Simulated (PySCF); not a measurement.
Screening by computed properties: pick the candidate that meets the target.

Species are written as SMILES; each is one conformer at its optimised geometry, gas phase, non-relativistic unless stated; the electronic structure was computed with PySCF and density fitting.

Dipoles, sizes and rotational constants follow the conformer. The torsions of the flexible species, by atom-mapped SMILES:
- `[CH3:1][S:2][c:3]1[cH:4][cH:5][cH:6][o:7]1`: C1–S2–C3–C4 180°
- `[CH2:1]=[C:2]=[CH:3][CH:4]=[O:5]`: C2–C3–C4–O5 0°
- `[CH2:1]=[CH:2][CH:3]=[C:4]=[O:5]`: C1–C2–C3–C4 180°
- `[CH2:1]=[N:2][c:3]1[cH:4][cH:5][c:6]([CH:7]=[O:8])[cH:9][cH:10]1`: C1–N2–C3–C4 -48°, C5–C6–C7–O8 0°
- `[N:1]#[C:2][CH2:3][SH:4]`: H–S4–C3–C2 -65°
- `[CH2:1]=[CH:2][O:3][C:4](=[CH2:5])[CH:6]([Cl:7])[Cl:8]`: C1–C2–O3–C4 150°, C2–O3–C4–C5 -26°, O3–C4–C6–Cl7 165°

The conformers of `CC(=S)[SiH]1O[SiH2]O[SiH2]O1` aren't listed.

Problem. Wanted: vertical ionisation energy above 9 eV (ΔSCF CAM-B3LYP/def2-SVPD) and lowest triplet excitation (Tamm–Dancoff) above 3.5 eV (TDA CAM-B3LYP/def2-SVPD), at PBE0-D3(BJ)/def2-SVP geometries. Which candidate meets both?
A. `C=C=CC=O`
B. `C=CC=C=O`
C. `CSc1ccco1`
D. `O1[SiH](C(=S)C)O[SiH2]O[SiH2]1`
E. `O=c1cc1F`

Solution. E. Computed values:
| species | vertical ionisation energy | lowest triplet excitation (Tamm–Dancoff) |
| --- | --- | --- |
| CSc1ccco1 | 7.74 eV | 3.69 eV |
| C=CC=C=O | 8.54 eV | 3.02 eV |
| O1[SiH](C(=S)C)O[SiH2]O[SiH2]1 | 8.68 eV | 1.70 eV |
| C=C=CC=O | 9.88 eV | 3.28 eV |
| O=c1cc1F | 10.30 eV | 4.67 eV |

Problem. Wanted: smallest rotational constant below 1 GHz (PBE0-D3(BJ)/def2-SVP) and HOMO–LUMO gap below 8.1 eV (CAM-B3LYP/def2-SVPD), at PBE0-D3(BJ)/def2-SVP geometries. Which candidate meets both?
A. `C=CC=C=O`
B. `CSc1ccco1`
C. `C=C=CC=O`
D. `C=Nc1ccc(C=O)cc1`
E. `O=c1cc1F`
F. `C(CS)#N`

Solution. D. Computed values:
```
         species  smallest rotational constant  HOMO–LUMO gap
C=Nc1ccc(C=O)cc1                     0.644 GHz        7.21 eV
       CSc1ccco1                     1.273 GHz        8.06 eV
        C=CC=C=O                     2.234 GHz        7.54 eV
        C=C=CC=O                     2.719 GHz        8.23 eV
         C(CS)#N                     2.815 GHz        9.49 eV
        O=c1cc1F                     3.100 GHz        9.21 eV
```

Problem. Wanted: static isotropic polarisability above 114 au (CAM-B3LYP/def2-SVPD) and HOMO energy above -8.7 eV (CAM-B3LYP/def2-SVPD), at PBE0-D3(BJ)/def2-SVP geometries. Which candidate meets both?
A. `O=c1cc1F`
B. `C=C=CC=O`
C. `c1cc(ccc1C=O)N=C`
D. `CC(=S)[SiH]1O[SiH2]O[SiH2]O1`
E. `CSc1ccco1`

Solution. D. Computed values:
```csv
species,static isotropic polarisability,HOMO energy
O=c1cc1F,35.9 au,-9.13 eV
C=C=CC=O,55.4 au,-9.01 eV
CSc1ccco1,82.3 au,-6.99 eV
c1cc(ccc1C=O)N=C,109.8 au,-8.31 eV
CC(=S)[SiH]1O[SiH2]O[SiH2]O1,118.8 au,-7.99 eV
```

Problem. Wanted: lowest singlet excitation above 5.3 eV (TDDFT CAM-B3LYP/def2-SVPD) and electronic spatial extent ⟨r²⟩ about the centre of nuclear charge below 430 bohr² (CAM-B3LYP/def2-SVPD), at PBE0-D3(BJ)/def2-SVP geometries. Which candidate meets both?
A. `C(C=O)=C=C`
B. `c1ccc(o1)SC`
C. `C=COC(=C)C(Cl)Cl`
D. `C(CS)#N`
E. `C=NC1=CC=C(C=O)C=C1`
F. `O=C1C=C1F`
G. `C=CC=C=O`

Solution. D. Computed values:
```
            species  lowest singlet excitation  electronic spatial extent ⟨r²⟩ about the centre of nuclear charge
           C=CC=C=O                    3.33 eV                                                          517 bohr²
         C(C=O)=C=C                    3.78 eV                                                          447 bohr²
C=NC1=CC=C(C=O)C=C1                    3.90 eV                                                         1674 bohr²
        c1ccc(o1)SC                    4.94 eV                                                          912 bohr²
          O=C1C=C1F                    5.17 eV                                                          358 bohr²
            C(CS)#N                    5.47 eV                                                          418 bohr²
   C=COC(=C)C(Cl)Cl                    5.89 eV                                                         1626 bohr²
```
